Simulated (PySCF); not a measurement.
Compound: C₄H₈Se.
SMILES with atom numbers: `[CH2:1]=[CH:2][Se:3][CH2:4][CH3:5]` (hydrogens: H6, H7 on C1; H8 on C2; H9, H10 on C4; H11, H12, H13 on C5)

Structure used (PBE0-D3(BJ)/def2-SVP), in Å, numbered top down from 1:
```
atom  x, y, z in Å
C1     1.8079    0.8280    0.0793
C2     1.6552   -0.2223    0.8912
Se3    0.3189   -1.5516    0.8858
C4    -0.8253   -0.8831   -0.5436
C5    -1.7030    0.2867   -0.1421
H6     1.1209    1.0609   -0.7379
H7     2.6577    1.5020    0.2155
H8     2.3783   -0.4047    1.6942
H9    -0.1739   -0.6466   -1.3992
H10   -1.4271   -1.7573   -0.8348
H11   -2.3138    0.6210   -0.9969
H12   -1.1041    1.1427    0.2014
H13   -2.3833    0.0078    0.6755
```

Level: CAM-B3LYP/def2-SVPD in PySCF, non-relativistic, on one gas-phase PBE0-D3(BJ)/def2-SVP geometry that isn't relaxed in the solvent. The solvent is an IEF-PCM continuum (Bondi radii, 1.10 Å for H, scaled by 1.2), and excitations are vertical TDDFT with non-equilibrium linear response and a frozen core. Specific hydrogen bonds and non-electrostatic terms are outside this model. Spin–orbit coupling is left out although an atom past zinc is present.

```
run  E − E(gas) (kcal/mol)  HOMO (eV)  HOMO–LUMO gap (eV)  dipole (D)  lowest singlet (eV)  static polarisability (au)
gas                   0.00      -7.27                8.19        1.24                 4.85                        78.7
  P                  -1.21      -7.27                8.25        1.44                 4.88                        89.8
  Q                  -3.30      -7.34                8.36        1.83                 4.98                       112.7
```

Problem. The runs were made in cyclohexane and water. Which run belongs to which solvent?

Solution. P = cyclohexane, Q = water. The dielectric constants are 2.017 (cyclohexane), 78.36 (water), and the energy falls further as ε rises. The optical constants n² used for the excitations are 2.04, 1.78 in the same order. In this model the ground state sees the solvent through ε alone.

Problem. How constant is the ratio of the lowering to (ε − 1)/(2ε + 1)?

Solution. 
```
    solvent  (ε − 1)/(2ε + 1)  E − E(gas) (kcal/mol)  ratio (kcal/mol)  polarisation term (kcal/mol)
cyclohexane             0.202                  -1.21              -6.0                         -1.28
      water             0.490                  -3.30              -6.7                         -3.80
```

The ratio changes by +12.0 % in size from cyclohexane to water. The polarisation term is half the interaction of the solute with the induced surface charges.
